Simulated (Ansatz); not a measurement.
Species: CHBrClF, charge 0, singlet. CHBrClF (SMILES F[C@@H](Cl)Br).
B3LYP-D3(BJ)/def2-TZVP minimum from Ansatz (an electronic-structure program):
```xyz
5

F     -0.6997     1.5960    -0.5714
C     -0.5565     0.5703     0.2909
Cl    -1.8691    -0.5920     0.0591
Br     1.2000    -0.2474     0.0309
H     -0.5906     0.9379     1.3103
```

Atomisation energy term by term, kcal/mol (programs: Ansatz). Radicals and triplets start from unrestricted determinants; spin-orbit coupling is neglected. Cores are frozen in correlated methods (noble-gas shells, and filled d and f shells in the p block). No relativity. CBS(X,Y): correlation extrapolated as X^-3, Hartree-Fock from the larger set. A bracket is a step between two methods taken in the basis named. For partners of very few electrons the exact lower level stands in for a higher one. Spin-orbit terms, left out, reach several kcal/mol for Br and I, and more for heavier atoms.

| term | basis | kcal/mol |
|---|---|---|
| Hartree-Fock | def2-QZVPP | 236.53 |
| CCSD correlation | CBS(def2-TZVPP,def2-QZVPP) | 116.53 |
| (T) | CBS(def2-TZVPP,def2-QZVPP) | 11.93 |
| CCSDT(Q) - CCSD(T) | def2-SVP | 0.55 |
| sum: De |  | 365.5 |
